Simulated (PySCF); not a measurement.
**Correlation energy of Dy³⁺ (dysprosium, charge +3)**

Starting occupation: [Xe] 4f9, 4f5/2 with m_j = -5/2, -3/2, -1/2, +1/2, +3/2, +5/2, 4f7/2 with m_j = +3/2, +5/2, +7/2. All numbers are calculated (PySCF 2.14, X2C-1e with screened-nucleus spin-orbit coupling, Gaussian nucleus, in x2c-QZVPPall-2c (16s16p12d6f4g1h, 213 functions)). Frozen: [Ar] 3d10; 35 electrons correlated; the 34 highest virtual spinors left out.

MP2 pair energies summed by pair of shells (mhartree):

| pair | energy | share (%) |
| --- | --- | --- |
| 4d-4f | -374.88 | 21.6 |
| 4f-4f | -279.32 | 16.1 |
| 4f-5p | -226.13 | 13.0 |
| 4d-4d | -163.69 | 9.4 |
| 5p-5p | -137.15 | 7.9 |
| 4d-4p | -109.11 | 6.3 |
| 4d-5p | -100.51 | 5.8 |
| 4f-4p | -90.00 | 5.2 |
| 4f-5s | -52.73 | 3.0 |
| 5p-5s | -40.46 | 2.3 |
| 4d-5s | -33.72 | 1.9 |
| 4d-4s | -26.98 | 1.6 |
| 4p-4p | -26.50 | 1.5 |
| 4f-4s | -21.37 | 1.2 |
| 4p-5p | -16.85 | 1.0 |
| 4p-4s | -14.94 | 0.9 |
| 4p-5s | -8.48 | 0.5 |
| 5s-5s | -7.27 | 0.4 |
| 4s-5p | -3.06 | 0.2 |
| 4s-4s | -2.39 | 0.1 |
| 4s-5s | -1.27 | 0.1 |

Total MP2 correlation energy: -1736.8 mhartree.

The GHF reference relaxed away from the jj start to a determinant that is no pure jj level (⟨S²⟩ = 8.60, ⟨J²⟩ = 63.77); the energies belong to that determinant.

This basis was not built for core-valence correlation, so the inner-shell part is incomplete.
